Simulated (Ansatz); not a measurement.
Ansatz (a quantum-chemistry and plane-wave program) input (B3LYP-D3(BJ)/def2-TZVP):

Ansatz 0.2 input:
```yaml
crystal:
  periodic: [false, false, false]
  atoms:
    - {symbol: Ta, position_ang: [0.06983701, -0.07420317, -0.16891975]}
    - {symbol: O, position_ang: [-1.45356111, -0.76322457, 0.39346004]}
    - {symbol: O, position_ang: [-0.56598096, 1.56850305, -0.26386777]}
    - {symbol: F, position_ang: [1.22869280, -0.11393289, 1.25493376]}
basis:
  gaussian:
    orbitals: def2-TZVP
hamiltonian:
  xc: b3lyp
  dispersion: d3bj
total_charge: 1
magnetization: {spin_polarized: true, initial_magnetization: 1}
phonons: {temperatures: {t_min: 298.15, t_max: 298.15, t_step: 100}}
```

Output:

```
Functional definition: B3LYP
integrals: 0.05 GiB planned
832 factors; their error is unknown
mean field: 0.57 GiB planned
mean field evaluation 1: about -8331.6988 eV, gradient 9.0e1 eV
mean field evaluation 2: about -7965.0956 eV, gradient 2.8e2 eV
mean field evaluation 4: about -8352.6313 eV, gradient 4.4e1 eV
mean field evaluation 8: about -8359.1533 eV, gradient 1.3e-1 eV
mean field evaluation 16: about -8359.1719 eV, gradient 1.0e-3 eV
mean field -8359.17189768 eV, -307.1939011896 hartree, gradient 2.2e-5 eV, S^2 0.794509; 1 other end points of the search recorded, 0 dependent functions left out
the calculation of the forces begins
reference -8359.17211843 eV, -307.1939093019 hartree; 19, 18 occupied and 114, 115 virtual orbitals, 832 factors
these checks for a lower state are left out or cut short: stability, starts, cluster_reference, orbital_swaps, neighbouring_geometries, increment
integrals: 0.05 GiB planned
832 factors; their error is unknown
mean field: 0.57 GiB planned
mean field evaluation 32: about -8359.1717 eV, gradient 9.3e-2 eV
mean field -8359.17172455 eV, -307.1938948270 hartree, gradient 1.6e-6 eV, S^2 0.794880; 0 other end points of the search recorded, 0 dependent functions left out
the calculation of the forces begins
reference -8359.17194533 eV, -307.1939029406 hartree; 19, 18 occupied and 114, 115 virtual orbitals, 832 factors
these checks for a lower state are left out or cut short: stability, starts, cluster_reference, orbital_swaps, neighbouring_geometries, increment
integrals: 0.05 GiB planned
832 factors; their error is unknown
mean field: 0.57 GiB planned
mean field -8359.17172632 eV, -307.1938948923 hartree, gradient 1.8e-6 eV, S^2 0.794141; 0 other end points of the search recorded, 0 dependent functions left out
the calculation of the forces begins
reference -8359.17194704 eV, -307.1939030034 hartree; 19, 18 occupied and 114, 115 virtual orbitals, 832 factors
these checks for a lower state are left out or cut short: stability, starts, cluster_reference, orbital_swaps, neighbouring_geometries, increment
integrals: 0.05 GiB planned
832 factors; their error is unknown
mean field: 0.57 GiB planned
mean field -8359.17183378 eV, -307.1938988413 hartree, gradient 2.1e-6 eV, S^2 0.794417; 0 other end points of the search recorded, 0 dependent functions left out
the calculation of the forces begins
reference -8359.17205452 eV, -307.1939069534 hartree; 19, 18 occupied and 114, 115 virtual orbitals, 832 factors
these checks for a lower state are left out or cut short: stability, starts, cluster_reference, orbital_swaps, neighbouring_geometries, increment
integrals: 0.05 GiB planned
832 factors; their error is unknown
mean field: 0.57 GiB planned
mean field -8359.17183296 eV, -307.1938988110 hartree, gradient 2.0e-6 eV, S^2 0.794585; 0 other end points of the search recorded, 0 dependent functions left out
the calculation of the forces begins
reference -8359.17205371 eV, -307.1939069235 hartree; 19, 18 occupied and 114, 115 virtual orbitals, 832 factors
these checks for a lower state are left out or cut short: stability, starts, cluster_reference, orbital_swaps, neighbouring_geometries, increment
integrals: 0.05 GiB planned
832 factors; their error is unknown
mean field: 0.57 GiB planned
mean field evaluation 64: about -8359.1718 eV, gradient 7.0e-4 eV
mean field -8359.17181934 eV, -307.1938983108 hartree, gradient 1.9e-6 eV, S^2 0.794262; 0 other end points of the search recorded, 0 dependent functions left out
the calculation of the forces begins
reference -8359.17204006 eV, -307.1939064220 hartree; 19, 18 occupied and 114, 115 virtual orbitals, 832 factors
these checks for a lower state are left out or cut short: stability, starts, cluster_reference, orbital_swaps, neighbouring_geometries, increment
integrals: 0.05 GiB planned
832 factors; their error is unknown
mean field: 0.57 GiB planned
mean field -8359.17185079 eV, -307.1938994663 hartree, gradient 1.8e-6 eV, S^2 0.794746; 0 other end points of the search recorded, 0 dependent functions left out
the calculation of the forces begins
reference -8359.17207157 eV, -307.1939075797 hartree; 19, 18 occupied and 114, 115 virtual orbitals, 832 factors
these checks for a lower state are left out or cut short: stability, starts, cluster_reference, orbital_swaps, neighbouring_geometries, increment
integrals: 0.05 GiB planned
832 factors; their error is unknown
mean field: 0.57 GiB planned
mean field -8359.17186840 eV, -307.1939001135 hartree, gradient 2.7e-6 eV, S^2 0.794393; 0 other end points of the search recorded, 0 dependent functions left out
the calculation of the forces begins
reference -8359.17208912 eV, -307.1939082250 hartree; 19, 18 occupied and 114, 115 virtual orbitals, 832 factors
these checks for a lower state are left out or cut short: stability, starts, cluster_reference, orbital_swaps, neighbouring_geometries, increment
integrals: 0.05 GiB planned
832 factors; their error is unknown
mean field: 0.57 GiB planned
mean field -8359.17189433 eV, -307.1939010663 hartree, gradient 2.9e-6 eV, S^2 0.794623; 0 other end points of the search recorded, 0 dependent functions left out
the calculation of the forces begins
reference -8359.17211510 eV, -307.1939091795 hartree; 19, 18 occupied and 114, 115 virtual orbitals, 832 factors
these checks for a lower state are left out or cut short: stability, starts, cluster_reference, orbital_swaps, neighbouring_geometries, increment
integrals: 0.05 GiB planned
832 factors; their error is unknown
mean field: 0.57 GiB planned
mean field -8359.17188352 eV, -307.1939006693 hartree, gradient 2.9e-6 eV, S^2 0.794609; 0 other end points of the search recorded, 0 dependent functions left out
the calculation of the forces begins
reference -8359.17210428 eV, -307.1939087821 hartree; 19, 18 occupied and 114, 115 virtual orbitals, 832 factors
these checks for a lower state are left out or cut short: stability, starts, cluster_reference, orbital_swaps, neighbouring_geometries, increment
integrals: 0.05 GiB planned
832 factors; their error is unknown
mean field: 0.57 GiB planned
mean field evaluation 96: about -8359.1534 eV, gradient 6.0e-4 eV
mean field -8359.17188635 eV, -307.1939007731 hartree, gradient 3.0e-6 eV, S^2 0.794408; 0 other end points of the search recorded, 0 dependent functions left out
the calculation of the forces begins
reference -8359.17210709 eV, -307.1939088850 hartree; 19, 18 occupied and 114, 115 virtual orbitals, 832 factors
these checks for a lower state are left out or cut short: stability, starts, cluster_reference, orbital_swaps, neighbouring_geometries, increment
integrals: 0.05 GiB planned
832 factors; their error is unknown
mean field: 0.57 GiB planned
mean field -8359.17187925 eV, -307.1939005123 hartree, gradient 1.0e-6 eV, S^2 0.794510; 0 other end points of the search recorded, 0 dependent functions left out
the calculation of the forces begins
reference -8359.17210000 eV, -307.1939086248 hartree; 19, 18 occupied and 114, 115 virtual orbitals, 832 factors
these checks for a lower state are left out or cut short: stability, starts, cluster_reference, orbital_swaps, neighbouring_geometries, increment
integrals: 0.05 GiB planned
832 factors; their error is unknown
mean field: 0.57 GiB planned
mean field -8359.17183780 eV, -307.1938989888 hartree, gradient 1.0e-6 eV, S^2 0.794508; 0 other end points of the search recorded, 0 dependent functions left out
the calculation of the forces begins
reference -8359.17205854 eV, -307.1939071010 hartree; 19, 18 occupied and 114, 115 virtual orbitals, 832 factors
these checks for a lower state are left out or cut short: stability, starts, cluster_reference, orbital_swaps, neighbouring_geometries, increment
integrals: 0.05 GiB planned
832 factors; their error is unknown
mean field: 0.57 GiB planned
mean field -8359.17186659 eV, -307.1939000468 hartree, gradient 1.2e-6 eV, S^2 0.794525; 0 other end points of the search recorded, 0 dependent functions left out
the calculation of the forces begins
reference -8359.17208733 eV, -307.1939081592 hartree; 19, 18 occupied and 114, 115 virtual orbitals, 832 factors
these checks for a lower state are left out or cut short: stability, starts, cluster_reference, orbital_swaps, neighbouring_geometries, increment
integrals: 0.05 GiB planned
832 factors; their error is unknown
mean field: 0.57 GiB planned
mean field evaluation 128: about -8359.1719 eV, gradient 1.8e-5 eV
mean field -8359.17185110 eV, -307.1938994777 hartree, gradient 1.1e-6 eV, S^2 0.794493; 0 other end points of the search recorded, 0 dependent functions left out
the calculation of the forces begins
reference -8359.17207185 eV, -307.1939075900 hartree; 19, 18 occupied and 114, 115 virtual orbitals, 832 factors
Total energy: -8359.28833828 eV, -307.1981803026 hartree
Atom 0 at     0.069837    -0.074203    -0.168920 Å, force    -0.000611     0.000439     0.000732 eV/Å
Atom 1 at    -1.453561    -0.763225     0.393460 Å, force     0.000159    -0.000049    -0.000341 eV/Å
Atom 2 at    -0.565981     1.568503    -0.263868 Å, force     0.000093    -0.000225    -0.000292 eV/Å
Atom 3 at     1.228693    -0.113933     1.254934 Å, force     0.000359    -0.000165    -0.000099 eV/Å
Dipole moment:     0.440403    -0.423688    -0.908273 e Å
Vibrations: 213.87 225.60 242.84 316.12 739.67 935.66 cm⁻¹, zero-point energy 0.165751 eV
```

The spin state was set by rule; other spins were not relaxed.
